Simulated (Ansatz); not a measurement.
Process, species as SMILES: [CH3][Ge]([CH3])([CH3])[CH3] -> [CH2][Ge]([CH3])([CH3])[CH3] + H atom (the C-H bond at the site shown breaks; other sites are not compared here)
Geometries: B3LYP-D3(BJ)/def2-TZVP minima from Ansatz (a first-principles code), one conformer each, not searched for the lowest. Frequencies are from Ansatz.

Property: bond dissociation energy (enthalpy at 298 K, with B3LYP-D3(BJ) rigid-rotor harmonic-oscillator terms), in kJ/mol. Valence correlation only, unless marked. Open shells are spin-unrestricted. Spin-orbit coupling is left out. The frozen core is the preceding noble-gas configuration, with the filled d and f shells of earlier blocks. Non-relativistic. CBS(X,Y): correlation extrapolated as X^-3; Hartree-Fock from the larger set. The bracket is a focal-point correction in the basis named.

| level | program | bond dissociation energy (kJ/mol) |
|---|---|---|
| SVWN5/def2-TZVPD | Ansatz | 467.0 |
| PBE0-D4/def2-TZVP | Ansatz + dftd4 | 414.0 |
| B2PLYP-D4/def2-TZVPD | Ansatz + dftd4 | 418.8 |
| MP2/cc-pVTZ | Ansatz | 423.3 |
| RI-MP2/cc-pVQZ | Ansatz | 427.2 |

Q: Predict the RI-MP2/CBS(cc-pVTZ,cc-pVQZ)+[CCSD(T)-MP2]/cc-pVTZ result (Ansatz).

A: 429.8 kJ/mol, so RI-MP2/cc-pVQZ differs from it by -2.6 kJ/mol.
